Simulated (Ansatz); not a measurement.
`C=[C](Cl)[AlH][SiH3]` → `[Cl][Al]1[CH2]C[SiH2]1`  (isomerisation)

Calculated with Ansatz (gas phase, PBE0-D4/def2-TZVP geometries, no zero-point term in ΔE). CBS: MP2 limit from def2 TZ/QZ plus the TZ coupled-cluster correction, frozen cores. Functionals use def2-TZVPP. Each species was taken in one conformer, which may not be the lowest.

```
             level  ΔE (kJ/mol)
            PBE-D4       -239.0
         r2SCAN-D4       -245.6
               PBE       -238.6
     HF/def2-TZVPP       -216.1
   CCSD/def2-TZVPP       -237.0
CCSD(T)/def2-TZVPP       -236.0
    MP2/def2-QZVPP       -253.3
    CCSD/CBS(def2)       -239.1
```

**Question.** What does CCSD(T)/CBS give? (Best estimate.)

**Answer.** Ansatz gave: -238.2 kJ/mol. The listed levels differ from it by -0.8, -7.4, -0.4, 22.1, 1.2, 2.2, -15.1, -0.9 kJ/mol.

Largest T1 diagnostic among the species: 0.012.

From PBE to PBE0 (25 % exact exchange), in def2-TZVPP and without D4, ΔE moves by −12.5 kJ/mol. In def2-TZVPP, CCSD(T) changes the Hartree–Fock value by −19.9 kJ/mol (the triples alone add +0.9 kJ/mol) and MP2 by −36.5 kJ/mol.
